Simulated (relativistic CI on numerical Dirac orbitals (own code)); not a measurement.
## Forbidden lines of Mo34+

Computed by Dirac-Coulomb-Breit CI, orbitals from a KLI potential per configuration, model QED, unscaled Slater integrals (own radial code, finite nucleus).

Configuration list (outside the closed core 1s2): 2s²2p⁴, 2s2p⁵, 2p⁶, 2p⁵3s, 2p⁵3p, 2p⁵3d, 2s²2p³3s, 2s²2p³3p, 2s²2p³3d, 2s2p⁴3s, 2s2p⁴3p, 2s2p⁴3d, 2s²2p³4s, 2s²2p³4p, 2s²2p³4d, 2s²2p³4f, 2s2p⁴4s, 2s2p⁴4p, 2s2p⁴4d, 2s2p⁴4f, 2s²2p²3s², 2s²2p³5s, 2s²2p²3s3p, 2s²2p³5p, 2s²2p³5d, 2s²2p³5f, 2s²2p³5g, 2s²2p²3p², 2s²2p²3s3d, 2s²2p²3p3d, 2s2p³3s², 2s²2p²3d², 2s2p³3s3p, 2s2p³3p², 2s2p³3s3d, 2s2p⁴5s. Levels of other configurations are missing.

```csv
λ vac (nm),Lower,Upper,Type,A (s⁻¹),log gf
0.40791,2s²2p⁴ ³P1 [3],2s2p⁴3d ³F3 [185],E2,7.38e+10,-2.89
0.40795,2s2p⁵ ³P°2 [6],2p⁵3d ³D°3 [217],E2,1.08e+11,-2.72
0.40877,2s²2p⁴ ¹D2 [4],2s2p⁴3d ³F4 [188],E2,1.44e+11,-2.49
0.40885,2s²2p⁴ ¹D2 [4],2s2p⁴3d ¹F3 [186],E2,1.27e+11,-2.65
0.40913,2s2p⁵ ³P°2 [6],2p⁵3d ³F°4 [215],E2,1.89e+11,-2.37
0.40930,2s2p⁵ ³P°2 [6],2p⁵3d ³D°2 [214],E2,1.82e+11,-2.64
0.40967,2s2p⁵ ³P°2 [6],2p⁵3d ³F°3 [213],E2,7.99e+10,-2.85
0.40984,2s²2p⁴ ¹D2 [4],2s2p⁴3d ³F3 [185],E2,6.40e+10,-2.95
0.41011,2s2p⁵ ³P°2 [6],2p⁵3d ³P°1 [212],E2,1.90e+11,-2.84
0.41030,2s²2p⁴ ³P2 [1],2s2p⁴3d ³F4 [137],E2,1.76e+11,-2.40
0.41102,2s²2p⁴ ³P2 [1],2s2p⁴3d ⁵F1 [133],E2,1.03e+11,-3.10
0.41128,2s²2p⁴ ³P2 [1],2s2p⁴3d ⁵F3 [131],E2,7.63e+10,-2.87
0.41251,2s²2p⁴ ¹S0 [2],2s2p⁴3d ³F2 [143],E2,2.12e+11,-2.57
0.41267,2s2p⁵ ¹P°1 [9],2p⁵3d ³F°3 [225],E2,1.75e+11,-2.51
0.41324,2s²2p⁴ ¹D2 [4],2s2p⁴3d ³F4 [176],E2,1.32e+11,-2.52
0.41331,2s2p⁵ ³P°1 [7],2p⁵3d ¹D°2 [216],E2,1.66e+11,-2.67
0.41439,2s2p⁵ ³P°1 [7],2p⁵3d ³F°3 [213],E2,1.00e+11,-2.74
0.41456,2s²2p⁴ ³P1 [3],2s2p⁴3d ³F3 [166],E2,1.00e+11,-2.74
0.41503,2s²2p⁴ ¹D2 [4],2s2p⁴3d ³G4 [169],E2,9.15e+10,-2.67
0.41662,2s²2p⁴ ³P2 [1],2s2p⁴3d ³F4 [117],E2,1.67e+11,-2.41
```

Terms are leading LS components. Brackets give the number of a level in order of energy, since labels repeat. The list gives strong lines, with weight on those to low levels, among the lowest 400 of 1493 levels, so that lines to higher ones, which can be the strongest, are missing. Levels whose partners in the same complex of configurations lie outside the list can be far off, and so can their lines. Rates are taken at the computed energies, electric ones in the length gauge.

At this charge energies of transitions that change n are usually good to better than 1 %, and those within a shell (Δn = 0) to a few per cent.

LS names give the leading component of a level, which can be under half, so a name can repeat, a term be missing and a line seem to break the LS rules.
